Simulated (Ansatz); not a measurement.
Start from `N=C([SiH3])CI` and change one atom or group to get `N=C([SiH3])[SeH]`.

Ansatz, PBE0-D4/def2-TZVP geometries, multiplicity 1. Each molecule was computed in one conformer, which needn't be the lowest.

Elements past krypton have def2 core potentials. Scalar relativity is left out up to krypton.

| property | `N=C([SiH3])CI` |
| --- | --- |
| HOMO–LUMO gap (B3LYP/def2-TZVPP) / eV | 5.29 |
| size of the dipole moment (ωB97M-V/def2-TZVPP) / D | 1.90 |
| HOMO–LUMO gap (PBE0/def2-TZVPP) / eV | 5.74 |
| LUMO energy (PBE0/def2-TZVPP) / eV | -1.72 |
| LUMO energy (PBE/def2-TZVPP) / eV | -2.67 |
| size of the dipole moment (PBE/def2-TZVPP) / D | 1.84 |

Task: Give the same properties after the change, and the shifts. (An estimate is asked.)

Result: Ansatz gave: 
| property | `N=C([SiH3])[SeH]` | shift |
| --- | --- | --- |
| HOMO–LUMO gap (B3LYP/def2-TZVPP) / eV | 5.55 | 0.26 |
| size of the dipole moment (ωB97M-V/def2-TZVPP) / D | 2.46 | 0.56 |
| HOMO–LUMO gap (PBE0/def2-TZVPP) / eV | 5.97 | 0.23 |
| LUMO energy (PBE0/def2-TZVPP) / eV | -1.05 | 0.67 |
| LUMO energy (PBE/def2-TZVPP) / eV | -2.03 | 0.64 |
| size of the dipole moment (PBE/def2-TZVPP) / D | 2.21 | 0.37 |

With PBE0 the HOMO rises by 0.43 eV and the LUMO rises by 0.67 eV, so the gap widens by about 0.24 eV. PBE moves the HOMO by 0.19 eV and ωB97M-V by 0.53 eV. Dipoles are sizes alone; their direction can turn.

B3LYP here is the variant with VWN-RPA as its local correlation; programs differ in this.

Spin–orbit coupling is left out; it splits and shifts lone-pair levels of the heavy atoms by tenths of an eV.
